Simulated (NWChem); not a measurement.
System meant: GaHF$_{2}$; SMILES [F][GaH][F]

The following NWChem deck was run.

```
start job
memory heap 200 mb stack 900 mb global 1100 mb
geometry units angstroms noautoz
  Ga     0.000000     0.000000    -0.313506
  H      0.000000     0.000000    -1.863628
  F     -1.454414     0.000000     0.655270
  F      1.454414     0.000000     0.655270
end
basis spherical
  * library def2-svp
end
dft
  xc xpbe96 cpbe96
  iterations 4
  mulliken
end
task dft energy
```

End of the output:

```
    Atom       Charge   Shell Charges
 -----------   ------   -------------------------------------------------------
    1 Ga  31    30.64   2.00  2.00  1.94  0.69  0.28  5.99  5.83  0.95  0.46  7.77  2.05  0.68
    2 H    1     1.05   0.58  0.45  0.02
    3 F    9     9.15   1.98  1.02  0.76  3.18  2.21  0.00
    4 F    9     9.15   1.98  1.02  0.76  3.18  2.21  0.00

 center of mass
 --------------
 x =   0.00000000 y =   0.00000000 z =   0.01667759

 moments of inertia (a.u.)
 ------------------
          94.887760127597           0.000000000000           0.000000000000
           0.000000000000         381.913461714100           0.000000000000
           0.000000000000           0.000000000000         287.025701586503

     Multipole analysis of the density
     ---------------------------------

     L   x y z        total         alpha         beta         nuclear
     -   - - -        -----         -----         ----         -------
     0   0 0 0     -0.000000    -25.000000    -25.000000     50.000000

     1   1 0 0     -0.000000     -0.000000     -0.000000      0.000000
     1   0 1 0      0.000000      0.000000      0.000000      0.000000
     1   0 0 1     -0.845287     -0.422644     -0.422644      0.000000

     2   2 0 0    -23.192209    -79.581601    -79.581601    135.970993
     2   1 1 0      0.000000      0.000000      0.000000      0.000000
     2   1 0 1      0.000000      0.000000      0.000000      0.000000
     2   0 2 0    -16.985547     -8.492773     -8.492773      0.000000
     2   0 1 1      0.000000      0.000000      0.000000      0.000000
     2   0 0 2    -19.896348    -35.388240    -35.388240     50.880132

 ------------------------------------------------------------------------
 dft energy failed                                                                                  0
 ------------------------------------------------------------------------
 ------------------------------------------------------------------------
  current input line :
    17: task dft energy
 ------------------------------------------------------------------------
 ------------------------------------------------------------------------
 This type of error is most commonly associated with calculations not reaching convergence criteria
 ------------------------------------------------------------------------
 For more information see the NWChem manual at https://nwchemgit.github.io

0:dft energy failed:Received an Error in Communication
```

### Question
Find the fault in this run and fix the input.

### Answer
The run did not converge; its last values are not results. Cause: the SCF was allowed too few iterations. This input runs:
```
start job
memory heap 200 mb stack 900 mb global 1100 mb
geometry units angstroms noautoz
  Ga     0.000000     0.000000    -0.313506
  H      0.000000     0.000000    -1.863628
  F     -1.454414     0.000000     0.655270
  F      1.454414     0.000000     0.655270
end
basis spherical
  * library def2-svp
end
dft
  xc xpbe96 cpbe96
  iterations 150
  mulliken
end
task dft energy
```
It converges to -2124.32592 Ha (PBE/def2-SVP).
